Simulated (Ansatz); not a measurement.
Start from `C[C](F)(Cl)[GeH3]` and change one atom or group to get `C=CC(C)(F)Cl`.

Ansatz, PBE0-D4/def2-TZVP geometries, multiplicity 1. Each molecule was computed in one conformer, which needn't be the lowest.

Scalar relativity is left out up to krypton.

```csv
property,`C[C](F)(Cl)[GeH3]`
HOMO–LUMO gap (B3LYP/def2-TZVPP) / eV,7.83
size of the dipole moment (B3LYP/def2-TZVPP) / D,2.01
LUMO energy (PBE0/def2-TZVPP) / eV,0.21
LUMO energy (PBE/def2-TZVPP) / eV,-0.77
HOMO energy (PBE/def2-TZVPP) / eV,-6.76
HOMO energy (PBE0/def2-TZVPP) / eV,-8.09
```

Q: What does the change do to each property? (Estimate.)

A: Computed: 
```csv
property,`C=CC(C)(F)Cl`,shift
HOMO–LUMO gap (B3LYP/def2-TZVPP) / eV,7.00,-0.83
size of the dipole moment (B3LYP/def2-TZVPP) / D,2.21,0.20
LUMO energy (PBE0/def2-TZVPP) / eV,-0.55,-0.76
LUMO energy (PBE/def2-TZVPP) / eV,-1.58,-0.81
HOMO energy (PBE/def2-TZVPP) / eV,-6.83,-0.07
HOMO energy (PBE0/def2-TZVPP) / eV,-8.03,0.06
```

With PBE0 the HOMO rises by 0.06 eV and the LUMO falls by 0.76 eV, so the gap narrows by about 0.82 eV. PBE moves the HOMO by -0.07 eV and ωB97M-V by 0.02 eV. Dipoles are sizes alone; their direction can turn.

B3LYP here is the variant with VWN-RPA as its local correlation; programs differ in this.
